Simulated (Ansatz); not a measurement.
```xyz
11

C     0.216   -1.348   -0.668
C    -0.804   -1.461    0.422
O    -1.370   -2.462    0.728
Te   -1.283    0.365    1.530
Si    0.237    1.956    0.361
H    -0.118   -0.620   -1.411
H     0.359   -2.323   -1.135
H     1.160   -0.989   -0.252
H     0.026    3.274    1.011
H    -0.085    2.056   -1.086
H     1.661    1.552    0.500
```

Charge 0, multiplicity 1. Te takes the def2 core potential.

Task: List the PBE/def2-TZVPP orbital energies in eV (Ansatz 0.2.0). (Estimate.)

Result: The calculation gave: Occupied: -1780.20, -510.79, -272.11, -269.68, -164.31, -137.93, -114.68, -114.59, -114.44, -94.70, -94.64, -94.64, -40.76, -40.75, -40.60, -40.53, -40.51, -27.03, -19.16, -16.23, -13.71, -12.82, -11.52, -11.51, -11.18, -9.59, -9.54, -8.91, -8.88, -7.37, -6.07, -5.65. Lowest empty: -2.00, -1.73, -1.05, -0.09, 0.01, 0.17, 1.26, 1.88.
